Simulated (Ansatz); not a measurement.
**Question.** Name a neutral molecule of F, P, Si and H with HOMO–LUMO gap (B3LYP/def2-TZVPP) between 6.65 and 6.95 eV and HOMO energy (B3LYP/def2-TZVPP) between -7.60 and -7.30 eV (Ansatz, PBE0-D4/def2-TZVP geometry).

**Answer.** `F[SiH2]P[SiH3]` (6.93 eV, -7.49 eV). Other molecules can fit too; these were computed, each in one conformer that needn't be the lowest.

B3LYP here is the variant with VWN-RPA as its local correlation; programs differ in this.
